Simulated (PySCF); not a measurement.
**Excitation energies in several basis sets**

Compound: CH8GeOSi.
Z-matrix (Å and degrees, PBE0-D3(BJ)/def2-SVP geometry), rows numbered from 1:
```
C 
O   1  1.3979
Ge  2  1.7894  1  119.43
Si  3  2.3783  2  104.71  1   179.47
H   1  1.1082  2  112.66  3    60.18
H   1  1.1084  2  112.62  3   -61.68
H   1  1.1020  2  108.62  3   179.24
H   3  1.5482  2  108.36  1   -59.15
H   3  1.5485  2  108.39  1    58.27
H   4  1.4953  3  109.21  2   176.87
H   4  1.4929  3  109.80  2    57.28
H   4  1.4931  3  109.93  2   -63.46
```

TDDFT with PBE0 (PySCF), vertical singlets, core orbitals frozen in the response, spherical d and f functions. One conformer (not necessarily the lowest) at the PBE0-D3(BJ)/def2-SVP geometry, without solvent, vibrations or thermal averaging. The PBE0/6-31G* calculation is non-relativistic and has no spin–orbit coupling, an omission that weighs most on germanium.

Question: Compare 6-31G*, def2-SVP, def2-SVPD, aug-cc-pVDZ, def2-TZVP and def2-TZVPD for this molecule.

Answer: 

```csv
basis,functions,diffuse,S1 (eV),S2 (eV),S3 (eV),S4 (eV),S5 (eV),LUMO (eV),α (au)
6-31G*,94,no,5.99,6.76,7.05,7.26,7.45,0.02,66.4
def2-SVP,118,no,6.12,6.80,7.21,7.36,7.45,0.00,70.9
def2-SVPD,169,yes,6.07,6.68,6.83,7.12,7.25,-0.27,80.8
aug-cc-pVDZ,181,yes,5.93,6.52,6.61,6.86,7.03,-0.37,82.5
def2-TZVP,195,no,6.04,6.68,7.00,7.09,7.26,-0.21,77.8
def2-TZVPD,246,yes,5.95,6.58,6.72,7.00,7.08,-0.37,82.0
```

States are compared by their number. Against the largest diffuse basis here (def2-TZVPD, itself not a converged limit), sets without diffuse functions differ by up to 0.17 eV in S1 and 0.37 eV in S5; the smaller diffuse sets differ by up to 0.11 and 0.16 eV. State by state, the largest deviation of a set without diffuse functions is S1 0.17, S2 0.23, S3 0.49, S4 0.36, S5 0.37 eV. The same number needn't mean the same state in each row. Against def2-TZVPD the polarisability deviates by -19% in 6-31G*, -13% in def2-SVP, -1% in def2-SVPD, +1% in aug-cc-pVDZ, -5% in def2-TZVP.

Without π bonds the low states are Rydberg-like; a valence basis with one diffuse set may place them up to an eV too high.
